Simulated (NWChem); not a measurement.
System: CH₅FOSi₂; SMILES O=C[Si@H](F)[SiH3]

Here is an NWChem input.

```
start job
memory heap 200 mb stack 900 mb global 1100 mb
geometry units angstroms noautoz
  O      1.284930     2.015347    -0.070017
  C      0.174333     1.711523     0.292161
  Si    -0.599758     0.081795    -0.382732
  F     -2.061482    -0.135149     0.315643
  Si     0.813775    -1.721174     0.123060
  H     -0.394807     2.365317     1.010827
  H     -0.806511     0.262105    -1.849265
  H      0.211475    -2.994995    -0.372431
  H      1.003735    -1.804181     1.602182
  H      2.131335    -1.493843    -0.541178
end
basis spherical
  * library def2-tzvp
end
dft
  xc xpbe96 cpbe96
  iterations 150
  semidirect filesize 400000000
  mulliken
end
task dft energy
```

Parts of the log:

```
             Northwest Computational Chemistry Package (NWChem) 7.3.0
             --------------------------------------------------------

 C1  symmetry detected

                             Geometry "geometry" -> ""
                             -------------------------

 Output coordinates in angstroms (scale by  1.889725989 to convert to a.u.)

  No.       Tag          Charge          X              Y              Z
 ---- ---------------- ---------- -------------- -------------- --------------
    1 O                    8.0000     1.22274466     2.10340080    -0.01876831
    2 C                    6.0000     0.12189688     1.74058981     0.31799567
    3 Si                  14.0000    -0.56004442     0.08649770    -0.39589939
    4 F                    9.0000    -2.02177277    -0.21188523     0.27174368
    5 Si                  14.0000     0.93001442    -1.65411476     0.10867093
    6 H                    1.0000    -0.49104003     2.35453386     1.03579007
    7 H                    1.0000    -0.74905608     0.28019517    -1.86311901
    8 H                    1.0000     0.39916419    -2.94736193    -0.41726287
    9 H                    1.0000     1.09731070    -1.75164730     1.58964231
   10 H                    1.0000     2.24665756    -1.35285908    -0.52737287

 Effective nuclear repulsion energy (a.u.)     273.8779039866

  pbe96 is a nonlocal functional; adding pw91lda local functional.

                                 NWChem DFT Module
                                 -----------------

 Summary of "ao basis" -> "ao basis" (spherical)
 ------------------------------------------------------------------------------
       Tag                 Description            Shells   Functions and Types
 ---------------- ------------------------------  ------  ---------------------
 O                         def2-tzvp                11       31   5s3p2d1f
 C                         def2-tzvp                11       31   5s3p2d1f
 Si                        def2-tzvp                13       37   5s5p2d1f
 F                         def2-tzvp                11       31   5s3p2d1f
 H                         def2-tzvp                 4        6   3s1p

            General Information
            -------------------
          SCF calculation type: DFT
          Wavefunction type:  closed shell.
          No. of atoms     :    10
          No. of electrons :    56
           Alpha electrons :    28
            Beta electrons :    28
          Charge           :     0
          Spin multiplicity:     1
          Use of symmetry is: off; symmetry adaption is: off
          Maximum number of iterations: 150
          AO basis - number of functions:   197
                     number of shells:    79
          Convergence on energy requested:  1.00D-06
          Convergence on density requested:  1.00D-05
          Convergence on gradient requested:  5.00D-04

              XC Information
              --------------
          PerdewBurkeErnzerhof Exchange Functional  1.000
            Perdew 1991 LDA Correlation Functional  1.000 local
           PerdewBurkeErnz. Correlation Functional  1.000 non-local

             Grid Information
             ----------------
          Grid used for XC integration:  medium
          Radial quadrature: Mura-Knowles
          Angular quadrature: Lebedev.
          Tag              B.-S. Rad. Rad. Pts. Rad. Cut. Ang. Pts.
          ---              ---------- --------- --------- ---------
          O                   0.60       49          13.0       434
          C                   0.70       49          12.0       434
          Si                  1.10       88          12.0       590
          F                   0.50       49          12.0       434
          H                   0.35       45          13.0       434
          Grid pruning is: on
          Number of quadrature shells:   548
          Spatial weights used:  Erf1

      Superposition of Atomic Density Guess
      -------------------------------------

 Sum of atomic energies:        -792.04358082

      Non-variational initial energy
      ------------------------------

 Total energy =    -793.496950
 1-e energy   =   -1641.632864
 2-e energy   =     574.258010
 HOMO         =      -0.267783
 LUMO         =      -0.065020

------------------------------------------------------------
EAF file 0: "./job.aoints.0" size=621805568 bytes
------------------------------------------------------------
               write      read    awrite     aread      wait
               -----      ----    ------     -----      ----
     calls:     1186         0         0         0         0
   data(b): 6.22e+08  0.00e+00  0.00e+00  0.00e+00
   time(s): 0.00e+00  0.00e+00  0.00e+00  0.00e+00  0.00e+00
rate(mb/s): 0.00e+00  0.00e+00
------------------------------------------------------------

     ---------------------------------------------
      Total Density - Mulliken Population Analysis
     ---------------------------------------------

    Atom       Charge   Shell Charges
 -----------   ------   -------------------------------------------------------
    1 O    8     8.69   0.79  1.18  0.61  0.95  0.29  1.99  2.08  0.76  0.00  0.02  0.00
    2 C    6     5.62   0.86  1.12  0.55  0.67  0.14  0.95  0.98  0.23  0.03  0.08  0.01
    3 Si  14    13.21   2.00  0.59  1.39  0.86  0.44  4.11  1.73  0.48  1.06  0.27  0.12  0.11  0.04
    4 F    9     9.53   0.77  1.20  0.61  1.02  0.31  2.37  2.36  0.88  0.00  0.01  0.00
    5 Si  14    13.91   2.00  0.59  1.39  0.89  0.50  4.12  1.73  0.52  1.44  0.60  0.06  0.06  0.01
    6 H    1     0.91   0.24  0.47  0.18  0.02
    7 H    1     1.04   0.22  0.53  0.28  0.01
    8 H    1     1.03   0.22  0.54  0.26  0.01
    9 H    1     1.03   0.22  0.54  0.26  0.01
   10 H    1     1.02   0.22  0.53  0.26  0.01

   convergence    iter        energy       DeltaE   RMS-Dens  Diis-err
 ---------------- ----- ----------------- --------- --------- ---------
 d= 0,ls=0.0,diis     1   -794.6079832491 -1.07D+03  9.52D-03  2.07D+00
 d= 0,ls=0.0,diis     2   -793.6356552948  9.72D-01  7.64D-03  1.11D+01
 d= 0,ls=0.0,diis     3   -794.7425493124 -1.11D+00  2.37D-03  3.79D-01
 d= 0,ls=0.0,diis     4   -794.7508429883 -8.29D-03  1.40D-03  3.06D-01
 d= 0,ls=0.0,diis     5   -794.7759990535 -2.52D-02  3.28D-04  1.15D-02
  Resetting Diis
 d= 0,ls=0.0,diis     6   -794.7769860990 -9.87D-04  1.27D-04  7.86D-04
 d= 0,ls=0.0,diis     7   -794.7770819367 -9.58D-05  8.05D-05  5.92D-05
 d= 0,ls=0.0,diis     8   -794.7770564166  2.55D-05  4.92D-05  3.06D-04
 d= 0,ls=0.0,diis     9   -794.7770887626 -3.23D-05  9.91D-06  1.92D-05
 d= 0,ls=0.0,diis    10   -794.7770907954 -2.03D-06  2.48D-06  1.05D-06
 d= 0,ls=0.0,diis    11   -794.7770909049 -1.09D-07  5.44D-07  5.15D-08

         Total DFT energy =     -794.777090904861
      One electron energy =    -1645.144368803851
           Coulomb energy =      644.112579196221
    Exchange-Corr. energy =      -67.623205283835
 Nuclear repulsion energy =      273.877903986604

 Numeric. integr. density =       56.000014461363

                       DFT Final Molecular Orbital Analysis
                       ------------------------------------

 Vector   26  Occ=2.000000D+00  E=-3.247491D-01
              MO Center=  7.7D-01, -1.9D+00,  3.9D-01, r^2= 2.8D+00
   Bfn.  Coefficient  Atom+Function         Bfn.  Coefficient  Atom+Function
  ----- ------------  ---------------      ----- ------------  ---------------
   147      0.253230   5 Si pz              187      0.224703   9 H  s
   181     -0.217837   8 H  s               146      0.153544   5 Si py
   186      0.140572   9 H  s               180     -0.136349   8 H  s
   188      0.135073   9 H  s               182     -0.131277   8 H  s
   138     -0.108429   5 Si pz              144      0.102846   5 Si pz

 Vector   27  Occ=2.000000D+00  E=-2.778222D-01
              MO Center=  5.5D-02, -5.3D-01, -2.6D-01, r^2= 3.8D+00
   Bfn.  Coefficient  Atom+Function         Bfn.  Coefficient  Atom+Function
  ----- ------------  ---------------      ----- ------------  ---------------
   146     -0.208693   5 Si py              145      0.192759   5 Si px
    78      0.164723   3 Si py               77     -0.163424   3 Si px
   175      0.160112   7 H  s               176      0.160126   7 H  s
    79     -0.154114   3 Si pz               66     -0.129618   3 Si s
   105      0.114672   4 F  px                7     -0.108328   1 O  py

 Vector   28  Occ=2.000000D+00  E=-2.147052D-01
              MO Center=  5.2D-01,  1.6D+00,  1.0D-01, r^2= 2.7D+00
   Bfn.  Coefficient  Atom+Function         Bfn.  Coefficient  Atom+Function
  ----- ------------  ---------------      ----- ------------  ---------------
     7      0.316192   1 O  py               10      0.258293   1 O  py
   170     -0.233074   6 H  s                 8      0.219357   1 O  pz
    13      0.212203   1 O  py               78      0.199589   3 Si py
   169     -0.181986   6 H  s                11      0.177885   1 O  pz
    14      0.143962   1 O  pz               66      0.141055   3 Si s

 Vector   29  Occ=0.000000D+00  E=-1.131812D-01
              MO Center=  3.2D-01,  1.5D+00,  1.3D-01, r^2= 2.6D+00
   Bfn.  Coefficient  Atom+Function         Bfn.  Coefficient  Atom+Function
  ----- ------------  ---------------      ----- ------------  ---------------
    42     -0.258268   2 C  pz               39     -0.251471   2 C  pz
     8      0.245802   1 O  pz               14      0.244595   1 O  pz
   135      0.240551   5 Si s                45     -0.225242   2 C  pz
   176     -0.218416   7 H  s                11      0.197290   1 O  pz
    44      0.185559   2 C  py               41      0.159726   2 C  py

 Vector   30  Occ=0.000000D+00  E=-5.908785D-02
              MO Center= -1.1D-01, -4.1D-01, -2.8D-01, r^2= 4.3D+00
   Bfn.  Coefficient  Atom+Function         Bfn.  Coefficient  Atom+Function
  ----- ------------  ---------------      ----- ------------  ---------------
    80      0.602398   3 Si px               67      0.435051   3 Si s
   194     -0.388431  10 H  s                36     -0.329733   2 C  s
   148      0.300416   5 Si px               77      0.282489   3 Si px
   135     -0.221576   5 Si s                44      0.216855   2 C  py
   182      0.183606   8 H  s                81      0.181653   3 Si py

 Vector   31  Occ=0.000000D+00  E=-3.345018D-02
              MO Center=  2.8D-01, -7.5D-01, -2.1D-01, r^2= 4.9D+00
   Bfn.  Coefficient  Atom+Function         Bfn.  Coefficient  Atom+Function
  ----- ------------  ---------------      ----- ------------  ---------------
   188     -0.650589   9 H  s                81      0.605215   3 Si py
   150      0.535321   5 Si pz              135      0.517033   5 Si s
   149      0.484760   5 Si py              182      0.463369   8 H  s
    36     -0.401998   2 C  s               176      0.263303   7 H  s
    67     -0.247998   3 Si s               170      0.222871   6 H  s

------------------------------------------------------------
EAF file 0: "./job.aoints.0" size=954204160 bytes
------------------------------------------------------------
               write      read    awrite     aread      wait
               -----      ----    ------     -----      ----
     calls:     1820        10         0     18190     18190
   data(b): 9.54e+08  5.24e+06  0.00e+00  9.54e+09
   time(s): 0.00e+00  0.00e+00  0.00e+00  0.00e+00  0.00e+00
rate(mb/s): 0.00e+00  0.00e+00
------------------------------------------------------------

     ---------------------------------------------
      Total Density - Mulliken Population Analysis
     ---------------------------------------------

    Atom       Charge   Shell Charges
 -----------   ------   -------------------------------------------------------
    1 O    8     8.20   0.79  1.18  0.62  0.91  0.32  1.88  1.75  0.73  0.00  0.03  0.00
    2 C    6     6.00   0.86  1.11  0.56  0.64  0.11  1.25  1.09  0.24  0.03  0.10  0.01
    3 Si  14    13.56   2.01  0.57  1.39  0.93  0.35  4.13  1.67  0.61  1.25  0.21  0.18  0.20  0.06
    4 F    9     9.29   0.77  1.20  0.61  0.97  0.35  2.28  2.11  0.99  0.00  0.01  0.00
    5 Si  14    14.01   2.00  0.57  1.40  0.94  0.47  4.13  1.67  0.62  1.56  0.48  0.08  0.08  0.01
    6 H    1     0.92   0.27  0.48  0.15  0.02
    7 H    1     1.02   0.25  0.52  0.25  0.01
    8 H    1     1.00   0.24  0.53  0.22  0.01
    9 H    1     1.00   0.24  0.53  0.22  0.01
   10 H    1     0.99   0.24  0.53  0.21  0.01

     -------------------------------------------
      Total Density - Lowdin Population Analysis
     -------------------------------------------

    Atom       Charge   Shell Charges
 -----------   ------   -------------------------------------------------------
    1 O    8     7.85   0.87  1.09  0.53  0.59  0.34  1.71  1.77  0.86  0.00  0.07  0.01
    2 C    6     6.40   0.91  1.04  0.40  0.38  0.22  1.08  1.22  0.54  0.05  0.48  0.08
    3 Si  14    13.90   2.00  0.83  1.09  0.52  0.32  3.85  1.87  0.70  1.11  0.56  0.20  0.62  0.23
    4 F    9     9.00   0.86  1.10  0.60  0.72  0.39  2.14  2.13  1.06  0.00  0.01  0.00
    5 Si  14    13.88   2.00  0.83  1.10  0.59  0.37  3.85  1.87  0.73  1.35  0.81  0.08  0.26  0.04
    6 H    1     0.90   0.25  0.40  0.19  0.06
    7 H    1     1.02   0.24  0.46  0.29  0.02
    8 H    1     1.02   0.24  0.46  0.29  0.03
    9 H    1     1.02   0.24  0.46  0.29  0.03
   10 H    1     1.01   0.24  0.46  0.29  0.03

     Multipole analysis of the density
     ---------------------------------

     L   x y z        total         alpha         beta         nuclear
     -   - - -        -----         -----         ----         -------
     0   0 0 0      0.000000    -28.000000    -28.000000     56.000000

     1   1 0 0     -0.154811     -0.077406     -0.077406     -0.000000
     1   0 1 0     -0.287484     -0.143742     -0.143742     -0.000000
     1   0 0 1      0.019131      0.009565      0.009565      0.000000

     2   2 0 0    -37.324820   -148.204992   -148.204992    259.085164
     2   1 1 0     -3.532469      5.403184      5.403184    -14.338838
     2   1 0 1      0.708491     -1.258589     -1.258589      3.225669
     2   0 2 0    -34.248349   -216.379202   -216.379202    398.510055
     2   0 1 1      0.884776     -0.569214     -0.569214      2.023203
     2   0 0 2    -32.571220    -36.206888    -36.206888     39.842556
```

Level: PBE/def2-TZVP. Geometry: optimised at PBE0/def2-SVP.
